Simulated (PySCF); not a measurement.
C₃H₇BN₂, SMILES C=C1CNB1N.

Coordinates come from a PBE-D3(BJ)/def2-SVP optimisation. This is a generated structure with no PubChem entry under its InChIKey; it may be hypothetical. One conformer was computed; it need not be the lowest.

All values below come from HF/def2-TZVP in PySCF.

Symmetry labels are those of the subgroup Cs that the program uses (full group Cs).

Computed valence orbital energies around the gap with their symmetry:
```
orbital  symmetry  energy (eV)
-------  --------  -----------
HOMO−7         A"       -16.18
HOMO−6         A'       -15.97
HOMO−5         A'       -14.37
HOMO−4         A'       -13.93
HOMO−3         A"       -12.15
HOMO−2         A'       -11.49
HOMO−1         A"        -9.90
HOMO           A"        -9.51
LUMO           A'         3.36
LUMO+1         A"         3.59
LUMO+2         A'         4.04
LUMO+3         A'         4.20
```
